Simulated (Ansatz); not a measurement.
`N=C(N)[SiH3]`. The species carries charge 0 and has multiplicity 1.

| atom | x (Å) | y (Å) | z (Å) |
| --- | --- | --- | --- |
| N1 | -0.3379 | -0.7536 | -1.4809 |
| C2 | -0.2052 | -0.3737 | -0.2703 |
| N3 | -0.7126 | -0.9813 | 0.8456 |
| Si4 | 0.7233 | 1.2681 | -0.0625 |
| H5 | -0.8662 | -1.6263 | -1.5642 |
| H6 | -1.1096 | -1.9046 | 0.7682 |
| H7 | -0.3748 | -0.7154 | 1.7531 |
| H8 | -0.1338 | 2.3810 | -0.5375 |
| H9 | 1.0303 | 1.4872 | 1.3811 |
| H10 | 1.9867 | 1.2186 | -0.8325 |

Problem. What are the harmonic wavenumbers in cm⁻¹ at PBE0-D4/def2-TZVP (Ansatz, finite differences of forces, unscaled)? (Estimate.)

Solution. Ansatz gave: 57, 221, 296, 359, 409, 516, 643, 667, 691, 874, 917, 940, 942, 1086, 1136, 1371, 1635, 1693, 2199, 2249, 2265, 3417, 3585, 3719.

Problem. Is this a minimum?

Solution. Yes, all 24 modes are real.

Problem. Give the ideal-gas thermochemistry at 298.15 K and 1 bar (rigid rotor, harmonic oscillator; point group C1, symmetry number 1).

Solution. Zero-point energy 190.7 kJ/mol; H(298) − E = 209.3 kJ/mol; entropy 320.0 J/(mol·K), of which translation 162.6, rotation 105.7, vibration 51.7; G(298) − E = 113.9 kJ/mol. Modes under 100 cm⁻¹ are hindered rotations or soft bends, so the harmonic entropy is rough.

Problem. Rotational constants (cm⁻¹)?

Solution. 0.3258, 0.1472, 0.1052.
